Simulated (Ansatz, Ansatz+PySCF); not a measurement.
```yaml
atoms:
  - { symbol: O, position_ang: [0.0000, 0.0000, -1.5580] }
  - { symbol: Al, position_ang: [0.0000, 0.0000, 0.0000] }
  - { symbol: O, position_ang: [0.0000, 0.0000, 1.5580] }
```

Basis set: def2-SVP (spherical functions). Correlated methods keep 7 orbitals frozen. Charge 0, multiplicity 2.

Computed with Ansatz (development build ahead of 0.2.0); each method stands on the lowest determinant of its kind that the runs found.

**Question.** Give the atomization energy at this shape (free ground-state atoms in the same class of orbitals less the molecule, no zero-point energy) of doublet AlO₂ by UHF-MP2, UHF-CCSD(T), ROHF, UHF.

**Answer.**

```json
{"method": "UHF-MP2", "atomization energy": "183.42 kcal/mol"}
{"method": "UHF-CCSD(T)", "atomization energy": "170.10 kcal/mol"}
{"method": "ROHF", "atomization energy": "90.71 kcal/mol"}
{"method": "UHF", "atomization energy": "85.05 kcal/mol"}
```

Caution: the determinant may break the point group; the shape is not the minimum. Caution for UHF-CCSD(T): another reference gives a lower total.
